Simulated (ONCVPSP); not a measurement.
**Reading a pseudo-wave (Sb (Z = 51))**

Columns: radius, all-electron u(r) and pseudo u(r) of the 4p shell (level -102.16 eV) of antimony in the configuration [Ar] 3d10 4s2 4p6 4d10 5s1.75 5p3.25; PBE, scalar-relativistic, ONCV scheme, ONCVPSP 4.0.1.

| r (bohr) | all-electron | pseudo |
| --- | --- | --- |
| 0.078 | 0.4136 | 0.0347 |
| 0.155 | -0.2867 | 0.1322 |
| 0.232 | -0.6860 | 0.2808 |
| 0.310 | -0.5099 | 0.4646 |
| 0.388 | -0.0436 | 0.6598 |
| 0.465 | 0.4448 | 0.8419 |
| 0.542 | 0.8348 | 0.9952 |
| 0.620 | 1.0926 | 1.1075 |
| 0.698 | 1.2207 | 1.1694 |
| 0.775 | 1.2483 | 1.1813 |
| 0.852 | 1.2077 | 1.1497 |
| 0.930 | 1.1231 | 1.0825 |
| 1.008 | 1.0156 | 0.9912 |
| 1.085 | 0.9011 | 0.8881 |
| 1.162 | 0.7872 | 0.7812 |
| 1.240 | 0.6783 | 0.6759 |
| 1.318 | 0.5788 | 0.5780 |
| 1.395 | 0.4911 | 0.4909 |
| 1.472 | 0.4142 | 0.4142 |
| 1.550 | 0.3468 | 0.3467 |
| 1.628 | 0.2891 | 0.2891 |
| 1.705 | 0.2407 | 0.2407 |
| 1.782 | 0.1999 | 0.1999 |
| 1.860 | 0.1651 | 0.1651 |
| 1.938 | 0.1362 | 0.1361 |
| 2.015 | 0.1123 | 0.1123 |

(1) How many radial nodes do the two functions have?

(2) At about which radius was the pseudo-wave matched?

(3) Is the pseudo-wave norm-conserving?

Answers

(1) The all-electron 4p function has n − l − 1 = 2; the pseudo-wave has 0, since the states of the same l below it are removed with the core.

(2) 1.55 bohr. The columns agree to 0.0005 from 1.40 bohr on; several derivatives are matched, so the curves merge somewhat inside the radius.

(3) Yes: the ONCV scheme keeps the norm inside the radius equal to the all-electron one, which fixes the energy derivative of the logarithmic derivative at the level.
